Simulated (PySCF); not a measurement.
## Ru²⁺ (ruthenium, charge +2) across methods

[Kr] 4d5 5p1, high-spin 7P determinant (an excited configuration). Calculation: PySCF 2.14, in aug-cc-pVDZ-PP with ECP28MDF (5s5p4d2f, 54 functions); a scalar-relativistic core potential.

```json
{"method": "PBE", "E (hartree)": "-93.2565", "mean ε 4p β (eV)": "-69.211", "mean ε 4d α (eV)": "-30.030", "mean ε 5p α (eV)": "-16.111", "Σ⟨r²⟩ (bohr²)": "34.52", "⟨S²⟩": "12.000"}
{"method": "UHF", "E (hartree)": "-92.72652", "mean ε 4p β (eV)": "-77.762", "mean ε 4d α (eV)": "-37.513", "mean ε 5p α (eV)": "-18.189", "Σ⟨r²⟩ (bohr²)": "35.01", "⟨S²⟩": "12.000"}
{"method": "PBE0", "E (hartree)": "-93.2534", "mean ε 4p β (eV)": "-71.720", "mean ε 4d α (eV)": "-32.093", "mean ε 5p α (eV)": "-16.738", "Σ⟨r²⟩ (bohr²)": "34.55", "⟨S²⟩": "12.000"}
{"method": "BP86", "E (hartree)": "-93.3193", "mean ε 4p β (eV)": "-69.455", "mean ε 4d α (eV)": "-30.070", "mean ε 5p α (eV)": "-16.249", "Σ⟨r²⟩ (bohr²)": "34.45", "⟨S²⟩": "12.000"}
{"method": "LDA", "E (hartree)": "-93.0261", "mean ε 4p β (eV)": "-69.212", "mean ε 4d α (eV)": "-30.078", "mean ε 5p α (eV)": "-16.272", "Σ⟨r²⟩ (bohr²)": "34.56", "⟨S²⟩": "12.000"}
{"method": "BHandHLYP", "E (hartree)": "-93.1754", "mean ε 4p β (eV)": "-74.153", "mean ε 4d α (eV)": "-33.854", "mean ε 5p α (eV)": "-17.124", "Σ⟨r²⟩ (bohr²)": "34.63", "⟨S²⟩": "12.000"}
{"method": "r2SCAN", "E (hartree)": "-93.3063", "mean ε 4p β (eV)": "-69.933", "mean ε 4d α (eV)": "-30.560", "mean ε 5p α (eV)": "-16.210", "Σ⟨r²⟩ (bohr²)": "34.38", "⟨S²⟩": "12.000"}
{"method": "B97-3", "E (hartree)": "-93.2570", "mean ε 4p β (eV)": "-72.066", "mean ε 4d α (eV)": "-32.032", "mean ε 5p α (eV)": "-16.636", "Σ⟨r²⟩ (bohr²)": "34.55", "⟨S²⟩": "12.000"}
```

Estimate the same row for PW91.

E (hartree) = -93.2990; mean ε 4p β (eV) = -69.300; mean ε 4d α (eV) = -30.102; mean ε 5p α (eV) = -16.176; Σ⟨r²⟩ (bohr²) = 34.50; ⟨S²⟩ = 12.000.

Energies and moments cover only the electrons outside the core potential.
